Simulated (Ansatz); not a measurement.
`C[SiH](N)S` + H₂ → `C[SiH2]N` + H₂S  (hydrogenolysis of the Si–S bond)

Computed with Ansatz on PBE0-D4/def2-TZVP structures; ΔE is electronic, products minus reactants. CBS: MP2 limit from def2 TZ/QZ plus the TZ coupled-cluster correction, frozen cores. This one scheme is used for every species. One conformer a species, not always the lowest.

| species | CCSD/CBS(def2) energy (Eh) |
| --- | --- |
| `C[SiH](N)S` | -783.86987 |
| H₂ | -1.17544 |
| `C[SiH2]N` | -386.06247 |
| H₂S | -398.96478 |

Q: Work out ΔE.

A: ΔE = (-386.06247) + (-398.96478) − (-783.86987) − (-1.17544) = 0.01806 Eh = +47.4 kJ/mol. CCSD(T)/CBS gives +52.6 kJ/mol.

Largest T1 diagnostic among the species: 0.010.

The D4 term adds +11.8 kJ/mol with B3LYP and +6.4 kJ/mol with PBE0; it sums over pairs of atoms, weighted by their polarisabilities, and B3LYP, whose exchange is more repulsive, gets the larger term. In def2-TZVPP, CCSD(T) changes the Hartree–Fock value by +19.8 kJ/mol (the triples alone add +5.1 kJ/mol) and MP2 by +29.7 kJ/mol.

B3LYP here is the variant with VWN-RPA as its local correlation; programs differ in this.
